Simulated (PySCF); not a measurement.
C₅H₈S, SMILES CC#CCSC.

The structure is a stationary point at B3LYP-D3(BJ)/def2-SVP. The values are those of a single conformer.

Computed with SMD-M06-2X/6-31G* (PySCF).

Solvation free energies are E(SMD) − E(gas) at the gas-phase geometry, for 1 M in both phases. In vacuum the dipole moment is 1.40 D.

Computed solvation free energies in water, toluene, dimethylsulfoxide:
```tsv
solvent	ΔG(solv) (kcal/mol)	its non-electrostatic (CDS) part	dipole (D)
water	-2.6	3.9	1.99
toluene	-5.8	-2.9	1.64
dimethylsulfoxide	-5.9	0.5	1.98
```
